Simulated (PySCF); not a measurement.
## Structure from 2D NMR

Compound of formula C4H9NO2Si2. Correlations simulated from computed shifts and the bond graph:

HSQC (one-bond C–H):
```csv
δH,δC
6.86,124.0
6.63,117.5
```

COSY cross peaks (H two or three bonds apart, from the bond graph; peaks can be absent where the dihedral angle is near 90°):
```csv
δH,δH
6.86,6.63
```

HMBC (two and three bonds, from the bond graph):
```csv
δH,δC
6.86,"124.0, 117.5"
6.63,"124.0, 117.5"
5.13,124.0
```

- geometry from GFN2-xTB
- NMR shieldings at PBE0/pcSseg-1/GIAO
- run in PySCF 2.14
- one conformer, gas phase, no relativistic terms, equivalent nuclei averaged

δ = σ(ref) − σ, references computed at the same level: 1H (31.72 ppm), 13C (186.93 ppm) vs TMS.

Exchangeable hydrogens are left out of these lists.

Q: Work out the connectivity.

A: `O[Si@H](O[SiH3])n1cccc1`.

Mapped SMILES: `[OH:1][Si@H:2]([O:3][SiH3:4])[n:5]1[cH:6][cH:7][cH:8][cH:9]1`. Each H is labelled by its parent atom.

1. δC 124.0 is C6/C9, an aromatic CH next to a ring nitrogen (δH 6.86).
2. δC 117.5 is C7/C8, an aromatic CH (δH 6.63).
3. COSY links 6.86–6.63.

The shifts were computed for this structure.

OH/NH shifts are gas-phase values; hydrogen bonding in solution moves them, usually downfield. Shifts are as computed. Against solution values, carbons near 30 ppm lie about +3 ppm off and those near 130 ppm about +5 ppm. Of 1211 compounds with measured shifts, 218 miss one by over three times the rms of a fit or turn the order of signals round; such compounds aren't used in these exercises.
